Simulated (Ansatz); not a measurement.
`O[Si]1(Cl)NCS1`. Charge 0, multiplicity 1.

```csv
atom,x (Å),y (Å),z (Å)
O1,1.959,0.026,1.131
Si2,0.870,-0.158,-0.061
Cl3,1.738,-1.521,-1.346
N4,-0.724,-0.462,0.410
C5,-1.416,0.620,-0.266
S6,0.017,1.548,-0.971
H7,2.823,-0.368,0.991
H8,-1.235,-1.245,0.778
H9,-1.968,1.273,0.414
H10,-2.065,0.287,-1.080
```

(1) What are the harmonic wavenumbers in cm⁻¹ at PBE0-D4/def2-TZVP (Ansatz, finite differences of forces, unscaled)? (An estimate is asked.)

(2) Is this a minimum?

(3) Give the ideal-gas thermochemistry at 298.15 K and 1 bar (rigid rotor, harmonic oscillator; point group C1, symmetry number 1).

(4) Rotational constants (cm⁻¹)?

Answers

(1) Ansatz gave: 93, 125, 234, 262, 271, 305, 326, 430, 538, 577, 728, 847, 868, 947, 995, 1066, 1167, 1219, 1352, 1516, 3052, 3104, 3669, 3914.

(2) Yes, all 24 modes are real.

(3) Zero-point energy 165.1 kJ/mol; H(298) − E = 187.4 kJ/mol; entropy 362.0 J/(mol·K), of which translation 170.6, rotation 119.0, vibration 72.4; G(298) − E = 79.5 kJ/mol. Modes under 100 cm⁻¹ are hindered rotations or soft bends, so the harmonic entropy is rough.

(4) 0.098, 0.04759, 0.0449.
